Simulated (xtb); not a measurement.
C2H7NSi2, SMILES N#CC[SiH2][SiH3]. All values are semi-empirical tight-binding results from xtb (GFN2-xTB unless named), good for trends rather than for accurate numbers. Geometry: GFN2-xTB. The structure was generated by enumeration, and PubChem lists no compound with its InChIKey, so it may never have been made. One conformer was computed; it need not be the lowest.

Optimised geometry:

```xyz
12

N      2.3080    -1.2419     0.7363
C      1.7187    -0.2647     0.8341
C      0.9551     0.9357     0.9118
Si    -0.3087     1.0144    -0.5462
Si    -1.6754    -0.8526    -0.5097
H      1.6350     1.7881     0.8787
H      0.4311     0.9572     1.8686
H     -0.9814     2.3057    -0.3357
H      0.5056     1.1742    -1.7577
H     -2.3790    -0.9750     0.7722
H     -2.7015    -0.7553    -1.5510
H     -0.9312    -2.0926    -0.7224
```
Charge 0, spin multiplicity 1.

Computed properties:
```yaml
orbital_gap: 4.40 eV
dipole_moment: 3.83 D
zero_point_energy: 47.1 kcal/mol
G − E(el) at 298.15 K (modified RRHO): 26.3 kcal/mol
static polarisability (D4 model): 84.9 bohr³
solvation energy, GFN2-xTB/ALPB(water): -5.6 kcal/mol
solvation energy, GFN2-xTB/ALPB(benzene): -5.2 kcal/mol
```

Computed atomic charges and the Wiberg bond orders between heavy atoms:
charges (e) N1 -0.28, C2 0.10, C3 -0.16, Si4 0.39, Si5 0.37, H6 0.05, H7 0.04, H8 -0.10, H9 -0.09, H10 -0.10, H11 -0.12, H12 -0.10. Bond orders N1–C2 2.80, C2–C3 1.11, C3–Si4 0.81, Si4–Si5 0.85.
